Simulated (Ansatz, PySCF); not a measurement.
Noncovalent pair: H2O (SMILES O) (first 3 atoms) with GeH4 (SMILES [GeH4]); geometry from B3LYP-D3(BJ)/def2-TZVP, rigid monomers moved along the line of their centres of mass till O1···Ge4 is 4.58 Å.
(charge 0, multiplicity 1):
```xyz
8

O      0.2621    -0.1240     0.4007
H     -0.6530     0.0334     0.1450
H      0.7021     0.7273     0.3054
Ge    -0.3274    -0.0408     4.9465
H     -0.5574     0.0430     6.4681
H     -0.7572     1.2972     4.3233
H     -1.1805    -1.1804     4.3766
H      1.1607    -0.2911     4.6782
```

Monomers are frozen at their geometry in the pair; levels with a basis set take the counterpoise correction. Rows marked so take none.

Cores are frozen in the correlated methods. Filled d and f shells under p-block atoms count as core. CBS: X⁻³ extrapolation of the correlation energy, Hartree–Fock from the larger set. Rows in 6-31G*, STO-3G carry no dispersion term and start afresh at each structure (6-31G* with six Cartesian d functions); the Pople sets are all-electron and without relativity. MP2/6-31G* freezes PySCF's default core, which leaves 3d correlated.

Programs: Ansatz (an electronic-structure program); PySCF for 6-31G* rows, STO-3G rows, the dispersion terms. 

| level | interaction energy (meV) |
|---|---|
| HF/STO-3G (no counterpoise) | -5.6 |
| PBE/def2-TZVPPD | -13.7 |
| PBE-D4/def2-TZVPPD | -20.4 |
| BP86/6-31G* (no counterpoise) | -47.1 |
| PBE0-D4/def2-TZVPPD | -19.3 |
| MP2/6-31G* | -10.5 |
| MP2/aug-cc-pVDZ | (withheld) |
| SCS-MP2/aug-cc-pVDZ | (withheld) |
| CCSD(T)/CBS(aug-cc-pVDZ, aug-cc-pVTZ) | -19.0 |

Question: Some entries are withheld; supply them.

Answer: 
- MP2/aug-cc-pVDZ, interaction energy (meV): -17.7
- SCS-MP2/aug-cc-pVDZ, interaction energy (meV): -16.0
